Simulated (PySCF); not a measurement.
2-methylcyclohexanone, C7H12O.
SMILES: `C[C@@H]1CCCCC1=O`

Theory: TDDFT PBE0/def2-SVPD, vertical, gas phase, core orbitals frozen in the response (PySCF). The structure is a single GFN2-xTB conformer in the gas phase; no vibrational or solvent corrections.

Predict the UV-vis stick spectrum at this level.

| state | E (eV) | λ (nm) | ν̃ (cm⁻¹) | f | main configurations (H = HOMO, L = LUMO) |
| --- | --- | --- | --- | --- | --- |
| S1 | 4.32 | 287.0 | 34850 | 0.0000 | H→L (95%) |
| S2 | 6.73 | 184.2 | 54290 | 0.0031 | H→L+1 (81%), H→L+2 (11%) |
| S3 | 7.06 | 175.6 | 56960 | 0.0008 | H→L+2 (83%), H→L+1 (11%) |
| S4 | 7.20 | 172.3 | 58050 | 0.011 | H→L+3 (83%) |
| S5 | 7.32 | 169.4 | 59030 | 0.030 | H-1→L (75%), H→L+4 (9%) |
| S6 | 7.34 | 168.8 | 59230 | 0.017 | H-2→L (57%), H→L+4 (23%) |

Triplets, Tamm–Dancoff:

```json
{"state": "T1", "E (eV)": "3.73", "λ (nm)": "332.1", "main configurations (H = HOMO, L = LUMO)": "H→L (92%)"}
{"state": "T2", "E (eV)": "5.99", "λ (nm)": "206.9", "main configurations (H = HOMO, L = LUMO)": "H-5→L (32%), H-1→L (27%), H-3→L (10%)"}
```

The lowest singlet lies at 4.32 eV (287 nm, ultraviolet) and is dark (f under 0.0005); its leading configuration is HOMO→LUMO (95%). The strongest level in the table is S5 at 7.32 eV (169 nm, f = 0.030). S1 has the pattern of n→π* at C=O. Of the 6 states listed, 3 reach f = 0.01 and 1 stays under 0.0005. Weighted by f, the mean energy of these states is 7.27 eV. The oscillator strengths of these states sum to 0.062; summed over the whole spectrum of an exact calculation they would give the number of electrons, 62 (Thomas–Reiche–Kuhn). Singlets were solved by full linear response, triplets in the Tamm–Dancoff approximation.

On one thread, AMD EPYC 7571 (x86_64), no GPU, shared host with 64 logical CPUs at a one-minute load of 49, this took 2.0 min and 1.0 GiB of memory at its peak.
